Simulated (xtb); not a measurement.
A run for xtb: GFN2-xTB on GeF+, 2S+1 = 1, a spin state set in the input, which need not be the lowest, a point of a bond scan (R = 1.683 Å). Charge +1.

```
$ xtb mol.xyz --gfn 2 --sp --chrg 1 --uhf 0
2

F      0.00000000     0.00000000     0.00000000
Ge     0.00000000     0.00000000     1.68299100
```

The log:

```
[...]
           -------------------------------------------------
          |                Calculation Setup                |
           -------------------------------------------------



           -------------------------------------------------
          |                 G F N 2 - x T B                 |
           -------------------------------------------------

        Reference                      10.1021/acs.jctc.8b01176
      * Hamiltonian:
        H0-scaling (s, p, d)           1.850000    2.230000    2.230000
        zeta-weighting                 0.500000
      * Dispersion:
        s8                             2.700000
        a1                             0.520000
        a2                             5.000000
        s9                             5.000000
      * Repulsion:
        kExp                           1.500000    1.000000
        rExp                           1.000000
      * Coulomb:
        alpha                          2.000000
        third order                    shell-resolved
        anisotropic                    true
        a3                             3.000000
        a5                             4.000000
        cn-shift                       1.200000
        cn-exp                         4.000000
        max-rad                        5.000000


          ...................................................
          :                      SETUP                      :
          :.................................................:
          :  # basis functions                  14          :
          :  # atomic orbitals                  13          :
          :  # shells                            5          :
          :  # electrons                        10          :
          :  max. iterations                   250          :
          :  Hamiltonian                  GFN2-xTB          :
          :  restarted?                      false          :
          :  GBSA solvation                  false          :
          :  PC potential                    false          :
          :  electronic temp.          300.0000000     K    :
          :  accuracy                    1.0000000          :
          :  -> integral cutoff          0.2500000E+02      :
          :  -> integral neglect         0.1000000E-07      :
          :  -> SCF convergence          0.1000000E-05 Eh   :
          :  -> wf. convergence          0.1000000E-03 e    :
          :  Broyden damping             0.4000000          :
          :  net charge                          1          :
          :  unpaired electrons                  0          :
          ...................................................

 iter      E             dE          RMSdq      gap      omega  full diag
   1     -4.6927565 -0.469276E+01  0.555E+01    2.29       0.0  T
   2     -5.8627431 -0.116999E+01  0.298E+01    8.31       1.0  T
   3     -6.1236385 -0.260895E+00  0.111E+01    7.79       1.0  T
   4     -6.1026483  0.209901E-01  0.119E+01    8.09       1.0  T
   5     -6.2120935 -0.109445E+00  0.121E+01    5.83       1.0  T
   6     -6.2149462 -0.285267E-02  0.301E+00    4.83       1.0  T
   7     -6.2183838 -0.343760E-02  0.163E+00    4.99       1.0  T
   8     -6.2201087 -0.172491E-02  0.300E-01    5.28       1.0  T
   9     -6.2201227 -0.140460E-04  0.218E-01    5.27       1.0  T
  10     -6.2201435 -0.208268E-04  0.250E-03    5.24      28.3  T
  11     -6.2201436 -0.185991E-08  0.206E-03    5.24      34.4  T
  12     -6.2201436 -0.982556E-10  0.632E-04    5.24     111.8  T
  13     -6.2201436 -0.103434E-09  0.171E-04    5.24     414.0  T

   *** convergence criteria satisfied after 13 iterations ***

         #    Occupation            Energy/Eh            Energy/eV
      -------------------------------------------------------------
         1        2.0000           -1.1862540             -32.2796
         2        2.0000           -1.0708963             -29.1406
         3        2.0000           -0.8543928             -23.2492
         4        2.0000           -0.8543928             -23.2492
         5        2.0000           -0.8426513             -22.9297 (HOMO)
         6                         -0.6501183             -17.6906 (LUMO)
         7                         -0.6501183             -17.6906
         8                         -0.5448872             -14.8271
         9                         -0.4940066             -13.4426
        10                         -0.4940066             -13.4426
       ...                                ...                  ...
        13                          0.1861642               5.0658
      -------------------------------------------------------------
                  HL-Gap            0.1925330 Eh            5.2391 eV
             Fermi-level           -0.7463848 Eh          -20.3102 eV

 SCC (total)                   0 d,  0 h,  0 min,  0.003 sec
 SCC setup                      ...        0 min,  0.000 sec (  4.009%)
 Dispersion                     ...        0 min,  0.000 sec (  1.249%)
 classical contributions        ...        0 min,  0.000 sec (  0.640%)
 integral evaluation            ...        0 min,  0.000 sec ( 14.649%)
 iterations                     ...        0 min,  0.002 sec ( 61.941%)
 molecular gradient             ...        0 min,  0.000 sec ( 13.683%)
 printout                       ...        0 min,  0.000 sec (  3.233%)

         :::::::::::::::::::::::::::::::::::::::::::::::::::::
         ::                     SUMMARY                     ::
         :::::::::::::::::::::::::::::::::::::::::::::::::::::
         :: total energy              -6.214767307807 Eh    ::
         :: gradient norm              0.010787332329 Eh/a0 ::
         :: HOMO-LUMO gap              5.239088556264 eV    ::
         ::.................................................::
         :: SCC energy                -6.220143551136 Eh    ::
         :: -> isotropic ES            0.129040278852 Eh    ::
         :: -> anisotropic ES         -0.000724368928 Eh    ::
         :: -> anisotropic XC         -0.000386569066 Eh    ::
         :: -> dispersion             -0.000330524494 Eh    ::
         :: repulsion energy           0.005376243330 Eh    ::
         :: add. restraining           0.000000000000 Eh    ::
         :: total charge               1.000000000000 e     ::
         :::::::::::::::::::::::::::::::::::::::::::::::::::::

           -------------------------------------------------
          |                Property Printout                |
           -------------------------------------------------

    * Orbital Energies and Occupations

         #    Occupation            Energy/Eh            Energy/eV
      -------------------------------------------------------------
         1        2.0000           -1.1862540             -32.2796
         2        2.0000           -1.0708963             -29.1406
         3        2.0000           -0.8543928             -23.2492
         4        2.0000           -0.8543928             -23.2492
         5        2.0000           -0.8426513             -22.9297 (HOMO)
         6                         -0.6501183             -17.6906 (LUMO)
         7                         -0.6501183             -17.6906
         8                         -0.5448872             -14.8271
         9                         -0.4940066             -13.4426
        10                         -0.4940066             -13.4426
        11                         -0.4269076             -11.6167
        12                         -0.4269076             -11.6167
        13                          0.1861642               5.0658
      -------------------------------------------------------------
                  HL-Gap            0.1925330 Eh            5.2391 eV
Note: The following floating-point exceptions are signalling: IEEE_DENORMAL
normal termination of xtb
             Fermi-level           -0.7463848 Eh          -20.3102 eV

     #   Z          covCN         q      C6AA      α(0)
     1   9 F        0.717     0.064     8.842     3.511
     2  32 Ge       0.717     0.936   261.469    34.615

 Mol. C6AA /au·bohr⁶  :        353.274795
 Mol. C8AA /au·bohr⁸  :      27526.834853
 Mol. α(0) /au        :         38.126137


Wiberg/Mayer (AO) data.
largest (>0.10) Wiberg bond orders for each atom

 ---------------------------------------------------------------------------
     #   Z sym  total        # sym  WBO       # sym  WBO       # sym  WBO
 ---------------------------------------------------------------------------
     1   9 F    1.792 --     2 Ge   1.792
     2  32 Ge   1.792 --     1 F    1.792
 ---------------------------------------------------------------------------

Topologies differ in total number of bonds
Writing topology from bond orders to xtbtopo.mol

molecular dipole:
                 x           y           z       tot (Debye)
 q only:        0.000       0.000       2.976
   full:        0.000       0.000       3.743       9.514
molecular quadrupole (traceless):
                xx          xy          yy          xz          yz          zz
 q only:       -4.732       0.000      -4.732       0.000       0.000       9.464
  q+dip:       -7.026       0.000      -7.026       0.000       0.000      14.051
   full:       -5.159       0.000      -5.159       0.000       0.000      10.318


           -------------------------------------------------
          | TOTAL ENERGY               -6.214767307807 Eh   |
          | GRADIENT NORM               0.010787332329 Eh/α |
          | HOMO-LUMO GAP               5.239088556264 eV   |
           -------------------------------------------------

------------------------------------------------------------------------
------------------------------------------------------------------------
 total:
 SCF:
```

The run finished.

Cost: about 0.07 core-seconds (a rough figure).
